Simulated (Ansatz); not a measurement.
Two members of one family (Closo-EB4), computed with Ansatz in the gas phase. The two geometries come from different levels. A negative affinity means that the extra electron isn't bound at that geometry and level; within about 0.2 eV of zero the sign isn't settled. Binding counts from free atoms in the multiplicity of their measured ground term, without zero-point energy. A dash marks a value that wasn't run or was left out as unsound. The structures are stationary points that may keep the symmetry of their start. Remarks come from the PBE and PBE0 runs and from stability tests at other levels; not every state was tested. A HOMO above zero means that the electron is unbound at that level and held by the basis, or that self-interaction error raises the level; the energy of removing that electron tells which. HOMO above LUMO (over both spins in singlets and doublets, within one spin in higher multiplets; at PBE or PBE0), or a gap under 0.15 eV within one spin, warns that the state may not be the lowest or that an electron is smeared out.

First: closo-1-SB4 (no H on S) (singlet, charge 0, PBE0-D4/def2-SVP geometry).

Cartesian coordinates in Å:
```
B 1.049 0.209 -0.250
B -0.731 0.158 -0.805
S -0.014 1.750 -0.115
B 0.009 -1.035 0.068
B -0.324 0.282 1.012
H 2.216 0.273 -0.516
H -1.542 0.165 -1.687
H 0.018 -2.227 0.147
H -0.681 0.425 2.146
```

```
               level  HOMO (eV)  LUMO (eV)  gap (eV)  vertical EA (eV)  binding per atom (eV)
    PBE-D4/def2-TZVP      -7.18      -2.24      4.95                 –                   4.08
   PBE-D4/def2-TZVPD      -7.19      -2.26      4.93             -0.27                   4.08
 revPBE-D4/def2-TZVP      -7.13      -2.16      4.97                 –                   3.98
r2SCAN-D4/def2-TZVPD      -7.37      -2.04      5.33             -0.40                   4.03
  PBE0-D4/def2-TZVPD      -8.26      -1.36      6.90             -0.42                   4.02
```

Remarks: HOMO above zero (-1 doublet), gap within one spin near zero at PBE or PBE0 (-1 doublet).

Second: closo-2-SB4 (no H on S) (singlet, charge 0, PBE-D4/def2-SVP geometry).

Cartesian coordinates in Å:
```
S -0.2701 -1.2568 -0.7048
B 0.6801 -0.0850 0.6570
B -0.9374 -0.4126 0.8968
B 0.9021 0.2488 -0.9887
B -0.5442 0.7171 -0.3025
H 1.5990 -0.3001 1.4071
H -1.8075 -0.8158 1.6172
H 1.7131 0.3786 -1.8630
H -1.3351 1.5257 -0.7190
```

Task: Estimate how these quantities change from the first to the second (second minus first).

Result: 
| level | Δ HOMO (eV) | Δ LUMO (eV) | Δ gap (eV) | Δ vertical EA (eV) | Δ binding per atom (eV) |
| --- | --- | --- | --- | --- | --- |
| PBE-D4/def2-TZVP | 1.10 | -0.99 | -2.08 | – | -0.11 |
| PBE-D4/def2-TZVPD | 1.10 | -0.99 | -2.09 | 0.86 | -0.11 |
| revPBE-D4/def2-TZVP | 1.10 | -1.01 | -2.11 | – | -0.11 |
| r2SCAN-D4/def2-TZVPD | 1.13 | -1.10 | -2.23 | 0.97 | -0.12 |
| PBE0-D4/def2-TZVPD | 1.20 | -1.09 | -2.29 | 1.06 | -0.13 |

Remarks: HOMO above zero (-1 doublet).
